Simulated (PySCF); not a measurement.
# Stretching SbH

Set-up: Sb def2-TZVP with ECP28, H def2-TZVP; scalar-relativistic core potentials (PySCF 2.14). Energies in eV from Sb + H in their ground configurations at the same level. State: ³Σ⁻ (triplet), unpaired electrons π ↑↑.

```json
{"R (Å)": "1.478", "PBE0": "-2.017", "UHF-SCS-MP2": "-1.753", "r²SCAN": "-2.091"}
{"R (Å)": "1.546", "PBE0": "-2.322", "UHF-SCS-MP2": "-2.049", "r²SCAN": "-2.393"}
{"R (Å)": "1.615", "PBE0": "-2.496", "UHF-SCS-MP2": "-2.213", "r²SCAN": "-2.566"}
{"R (Å)": "1.667", "PBE0": "-2.559", "UHF-SCS-MP2": "-2.268", "r²SCAN": "-2.628"}
{"R (Å)": "1.718", "PBE0": "-2.577", "UHF-SCS-MP2": "-2.277", "r²SCAN": "-2.646"}
{"R (Å)": "1.770", "PBE0": "-2.559", "UHF-SCS-MP2": "-2.250", "r²SCAN": "-2.628"}
{"R (Å)": "1.838", "PBE0": "-2.489", "UHF-SCS-MP2": "-2.169", "r²SCAN": "-2.560"}
{"R (Å)": "1.924", "PBE0": "-2.350", "UHF-SCS-MP2": "-2.016", "r²SCAN": "-2.424"}
{"R (Å)": "2.027", "PBE0": "-2.132", "UHF-SCS-MP2": "-1.774", "r²SCAN": "-2.210"}
{"R (Å)": "2.165", "PBE0": "-1.793", "UHF-SCS-MP2": "-1.347", "r²SCAN": "-1.878"}
```

Question: Put a parabola through the three lowest points of the PBE0 curve and estimate Re, k and ωe (reduced mass 0.9995 u; 1 eV/Å² = 0.16022 mdyn/Å; ωe = 1302.8·√(k/μ) cm⁻¹).

Answer: Through R = 1.667, 1.718, 1.77 Å the second-order coefficient is 6.79 eV/Å², so Re ≈ 1.718 Å, k ≈ 2.17 mdyn/Å and ωe ≈ 1922 cm⁻¹. A polynomial fit of higher order to the unrounded PBE0 energies gives Re = 1.716 Å, k = 2.21 mdyn/Å, ωe = 1939 cm⁻¹; anharmonicity and rounding make the difference.

The higher-order fit for each curve: PBE0: Re = 1.716 Å, ωe = 1939 cm⁻¹, De = 2.58 eV; UHF-SCS-MP2: Re = 1.704 Å, ωe = 1992 cm⁻¹, De = 2.28 eV; r²SCAN: Re = 1.716 Å, ωe = 1926 cm⁻¹, De = 2.65 eV.

Correlated steps freeze 4 core orbitals. These are scalar-relativistic numbers at best; spin–orbit coupling would shift them, the dissociation energy most. The state was picked by a PBE0 search and need not be the measured ground state.
